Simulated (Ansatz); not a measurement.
Job for Ansatz (a program for electronic structure): R-B3LYP-D3(BJ)/def2-TZVP on H2O (SMILES O).

Ansatz 0.2 input:
```yaml
crystal:
  periodic: [false, false, false]
  atoms:
    - {symbol: O, position_ang: [0.00000000, -0.00000000, 0.38961711]}
    - {symbol: H, position_ang: [-0.00000000, 0.76498780, -0.19485856]}
    - {symbol: H, position_ang: [-0.00000000, -0.76498780, -0.19485856]}
basis:
  gaussian:
    orbitals: def2-TZVP
hamiltonian:
  xc: b3lyp
  dispersion: d3bj
accuracy: high
phonons: {}
scf: {lower_state_search: off}
```

It printed:

```
WARN ansatz: RAYON_NUM_THREADS=4 ignored (pool sized by the plan → 4); use --threads N
Functional definition: B3LYP
these checks for a lower state are left out or cut short: stability, starts, cluster_reference, orbital_swaps, neighbouring_geometries, increment
integrals: 0.02 GiB planned
698 factors; integrals over basis functions are off by at most 2.1e-9 eV
mean field: 0.10 GiB planned
mean field evaluation 1: about -2076.0977 eV, gradient 5.4e1 eV
mean field evaluation 2: about -2068.1694 eV, gradient 8.6e1 eV
mean field evaluation 4: about -2080.6633 eV, gradient 2.4e-1 eV
mean field evaluation 8: about -2080.6641 eV, gradient 7.9e-4 eV
mean field evaluation 16: about -2080.6641 eV, gradient 3.9e-9 eV
mean field -2080.66408328 eV, -76.4629947357 hartree, gradient 2.6e-9 eV, S^2 0.000000; 0 other end points of the search recorded, 0 dependent functions left out
the calculation of the forces begins
reference -2080.66410655 eV, -76.4629955909 hartree; 5, 5 occupied and 38, 38 virtual orbitals, 698 factors
these checks for a lower state are left out or cut short: stability, starts, cluster_reference, orbital_swaps, neighbouring_geometries, increment
integrals: 0.02 GiB planned
698 factors; integrals over basis functions are off by at most 2.1e-9 eV
mean field: 0.10 GiB planned
mean field -2080.66397037 eV, -76.4629905866 hartree, gradient 2.4e-8 eV, S^2 0.000000; 0 other end points of the search recorded, 0 dependent functions left out
the calculation of the forces begins
reference -2080.66399366 eV, -76.4629914422 hartree; 5, 5 occupied and 38, 38 virtual orbitals, 698 factors
these checks for a lower state are left out or cut short: stability, starts, cluster_reference, orbital_swaps, neighbouring_geometries, increment
integrals: 0.02 GiB planned
698 factors; integrals over basis functions are off by at most 2.0e-9 eV
mean field: 0.10 GiB planned
mean field -2080.66397036 eV, -76.4629905860 hartree, gradient 2.7e-8 eV, S^2 0.000000; 0 other end points of the search recorded, 0 dependent functions left out
the calculation of the forces begins
reference -2080.66399362 eV, -76.4629914409 hartree; 5, 5 occupied and 38, 38 virtual orbitals, 698 factors
these checks for a lower state are left out or cut short: stability, starts, cluster_reference, orbital_swaps, neighbouring_geometries, increment
integrals: 0.02 GiB planned
698 factors; integrals over basis functions are off by at most 2.0e-9 eV
mean field: 0.10 GiB planned
mean field evaluation 32: about -2080.6632 eV, gradient 1.4e-1 eV
mean field -2080.66397316 eV, -76.4629906888 hartree, gradient 1.4e-8 eV, S^2 0.000000; 0 other end points of the search recorded, 0 dependent functions left out
the calculation of the forces begins
reference -2080.66399644 eV, -76.4629915445 hartree; 5, 5 occupied and 38, 38 virtual orbitals, 698 factors
these checks for a lower state are left out or cut short: stability, starts, cluster_reference, orbital_swaps, neighbouring_geometries, increment
integrals: 0.02 GiB planned
698 factors; integrals over basis functions are off by at most 2.1e-9 eV
mean field: 0.10 GiB planned
mean field -2080.66396980 eV, -76.4629905656 hartree, gradient 2.5e-8 eV, S^2 0.000000; 0 other end points of the search recorded, 0 dependent functions left out
the calculation of the forces begins
reference -2080.66399306 eV, -76.4629914204 hartree; 5, 5 occupied and 38, 38 virtual orbitals, 698 factors
these checks for a lower state are left out or cut short: stability, starts, cluster_reference, orbital_swaps, neighbouring_geometries, increment
integrals: 0.02 GiB planned
698 factors; integrals over basis functions are off by at most 2.1e-9 eV
mean field: 0.10 GiB planned
mean field -2080.66405192 eV, -76.4629935832 hartree, gradient 1.0e-8 eV, S^2 0.000000; 0 other end points of the search recorded, 0 dependent functions left out
the calculation of the forces begins
reference -2080.66407518 eV, -76.4629944382 hartree; 5, 5 occupied and 38, 38 virtual orbitals, 698 factors
these checks for a lower state are left out or cut short: stability, starts, cluster_reference, orbital_swaps, neighbouring_geometries, increment
integrals: 0.02 GiB planned
698 factors; integrals over basis functions are off by at most 2.1e-9 eV
mean field: 0.10 GiB planned
mean field -2080.66405130 eV, -76.4629935606 hartree, gradient 1.2e-8 eV, S^2 0.000000; 0 other end points of the search recorded, 0 dependent functions left out
the calculation of the forces begins
reference -2080.66407458 eV, -76.4629944161 hartree; 5, 5 occupied and 38, 38 virtual orbitals, 698 factors
Total energy: -2080.67972124 eV, -76.4635694201 hartree
Atom 0 at     0.000000     0.000000     0.389617 Å, force     0.000000    -0.000000    -0.000143 eV/Å
Atom 1 at     0.000000     0.764988    -0.194859 Å, force    -0.000000     0.000457     0.000071 eV/Å
Atom 2 at    -0.000000    -0.764988    -0.194859 Å, force     0.000000    -0.000457     0.000071 eV/Å
Dipole moment:    -0.000000    -0.000000    -0.429642 e Å
Vibrations: 1616.87 3785.44 3890.57 cm⁻¹, zero-point energy 0.576085 eV
Checks for a lower state left out: stability, starts, cluster_reference, orbital_swaps, neighbouring_geometries, increment
```

Self-consistency was reached.

Cost: very roughly 7 core-seconds.
